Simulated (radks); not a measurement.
Values are calculated unless marked as measured or tabulated.
Problem. The scandium ion Sc20+, 1s1. Code: a radial shooting solver on a logarithmic mesh with Libxc functionals. Model: non-relativistic Kohn-Sham, LDA (Slater exchange, Perdew-Wang correlation), spin-polarised, spherical densities, point nucleus. Every spin shell is full or empty, so the densities are truly spherical. Functionals are evaluated on that one density, not self-consistently. Rank these exchange functionals by their error against the exact value of the orbitals, and give that value: LDA, B88, revPBE, PW86, WC, G96, APBE, TPSS, revTPSS, Tao-Mo.

Solution. Exact: -6.54524 hartree. From best to worst, with 100 (|E| - |E exact|)/|E exact| (equal figures are ties): revTPSS +0.01, TPSS +0.01, Tao-Mo +0.01, PW86 -0.35, G96 -0.40, APBE -0.55, revPBE -0.62, B88 -0.86, WC -4.03, LDA -14.22.
